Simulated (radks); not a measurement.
The numbers below are computed, except where a source is named.
How relativity changes the ionisation of neutral selenium ([Ar] 3d10 4s2 4p4) to Se+ ([Ar] 3d10 4s2 4p3). Spin-unpolarised spherical Kohn-Sham, PBE, point nucleus unless stated (finite: rms radius 4.14 fm), a radial shooting solver on a logarithmic mesh with Libxc functionals. A level marked "c x" has the speed of light scaled by that factor and shares open shells by 2j + 1; other Dirac levels either fill j = l - 1/2 first or share by 2j + 1.

| level | E(Se) (hartree) | E(Se+) (hartree) | IE (eV) | HOMO | <r> HOMO (bohr) |
|---|---|---|---|---|---|
| non-rel. | -2401.15604 | -2400.75641 | 10.875 | 4p | 2.308 |
| scalar-rel. | -2429.96351 | -2429.56496 | 10.845 | 4p | 2.302 |
| scalar-rel., finite nucleus | -2429.94588 | -2429.54733 | 10.845 | 4p | 2.302 |
| Dirac, 2j+1 shares | -2430.11106 | -2429.71236 | 10.849 | 4p3/2 | 2.320 |
| Dirac, low j first | -2430.12024 | -2429.72860 | 10.657 | 4p3/2 | 2.323 |
| Dirac, 2j+1 shares, finite nucleus | -2430.09341 | -2429.69470 | 10.849 | 4p3/2 | 2.320 |
| Dirac, c x 1.25 | -2419.48286 | -2419.08384 | 10.858 | 4p3/2 | 2.315 |
| Dirac, c x 2 | -2408.23099 | -2407.83160 | 10.868 | 4p3/2 | 2.310 |
| Dirac, c x 10 | -2401.43702 | -2401.03740 | 10.874 | 4p3/2 | 2.308 |

NIST Atomic Spectra Database: 9.752 eV (measured). The relativistic part of the total energy of Se is -28.94 hartree (Dirac, 2j+1 shares, finite nucleus), 1.2 % of the non-relativistic value. Spin polarisation and multiplet splitting of open shells are left out at every level.

Beside tabulated values, note that spin-unpolarised runs miss the spin-polarisation part of the exchange energy of open shells.
